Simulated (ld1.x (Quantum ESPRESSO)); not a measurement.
## In: one change to an RRKJ potential, before and after

- Element: In (Z = 49)
- Generator: ld1.x (Quantum ESPRESSO) 7.5
- Type: norm-conserving RRKJ (Kleinman–Bylander form)
- Functional: PBEsol
- Relativity: scalar-relativistic
- Frozen core: [Kr]
- Valence charge: 13
- Reference configuration: 4d10 5s2 5p1
- Partial waves: 5s (bound): rc 2.40 bohr; 5p (bound): rc 2.75 bohr; 4d (bound): rc 1.30 bohr
- Local potential: all-electron potential smoothed inside 2.45 bohr (lloc = -1)
- Core correction: none
- rho0: 0.001

Change: wave 5s (bound): rc 2.40 bohr becomes 5s (bound): rc 3.22 bohr.

Cutoffs: the cutoffs (Ry, on a coarse ladder) from which the occupation-weighted sum of valence levels, in a spherical-Bessel basis at the reference potential, stays within 10 and 1 mRy of its value at 400 Ry; they do not see the model core or the augmentation charge, which bear on the density cutoff. Errors are all-electron minus pseudo energies relative to the spin-unpolarised reference configuration.

**Question.** What does the change do?

**Answer.** The potential gets neither clearly harder nor softer (80 Ry and 90 Ry → 80 Ry and 90 Ry); the d channel sets the loose cutoff, while the largest relative change is in s, which becomes softer; of the 7 tests that both files solve, the error grows in 4 and shrinks in 1 by more than 15 % and 0.3 meV (median size 2.5 → 7.3 meV); neither file shows a bound ghost.

```csv
quantity,base,changed
"cutoff, loose",80 Ry,80 Ry
"cutoff, tight",90 Ry,90 Ry
loose cutoff by channel (10 mRy a level),"s 10 Ry, p 8 Ry, d 70 Ry","s 8 Ry, p 8 Ry, d 70 Ry"
bound ghosts,none,none
"error for 4d10 5s2 5p0, meV [ΔE 5.36 eV]",-1.9,-1.9
"error for 4d10 5s1 5p0, meV [ΔE 24.64 eV]",-1.1,-1.7
"error for 4d10 5s0 5p0, meV [ΔE 52.90 eV]",+17,-20
"error for 4d9 5s2 5p1, meV [ΔE 25.09 eV]",-180,-122
"error for 4d10 5s1 5p2, meV [ΔE 5.88 eV]",-2.5,-7.3
"error for 4d10 5s0 5p3, meV [ΔE 12.01 eV]",-9.2,-32
"error for 4d10 5s2 5p1.3, meV [ΔE -0.53 eV]",+0.1,+0.1
```
